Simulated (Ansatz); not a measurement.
This geometry of BClFH + BrH (6 atoms, charge 0, multiplicity 1) is a first-order saddle point.

Method: Ansatz, RHF/def2-SVP.

```xyz
6
Properties=species:S:1:pos:R:3
B -0.075 -0.184 0.013
F -0.116 0.071 1.501
H 1.003 -0.030 -0.443
Cl -1.541 0.346 -0.792
Br -0.150 -2.420 0.640
H -0.145 -1.039 1.668
```

Which two structures does it join? (They come from a converged band through this point; their orientation in space is the band's.)

Bonds broken: B1–F2, Br5–H6. Bonds formed: B1–Br5, F2–H6. BClFH + BrH becomes BBrClH + FH.

First end point:

```xyz
6
Properties=species:S:1:pos:R:3
B -0.061 0.459 -0.210
F -0.132 0.479 1.094
H 0.980 0.257 -0.747
Cl -1.519 0.752 -1.135
Br -0.146 -3.156 1.357
H -0.147 -2.049 2.229
```

Last end point:

```xyz
6
Properties=species:S:1:pos:R:3
B -0.081 -0.538 -0.540
F -0.060 0.098 2.219
H 0.981 -0.015 -0.570
Cl -1.519 0.337 -0.995
Br -0.181 -2.408 -0.090
H -0.165 -0.731 2.563
```

How far does it lie above each of them?

197.8 kJ/mol above the first and 111.7 kJ/mol above the second. This is the barrier of this one path; another mechanism may lie lower. The orbitals stay closed-shell, which can raise the energy where a bond breaks towards radicals; this wasn't checked here.

The run took 7.3 min on 1 thread of Arm Neoverse V1 (shared host), peak memory 0.16 GiB.
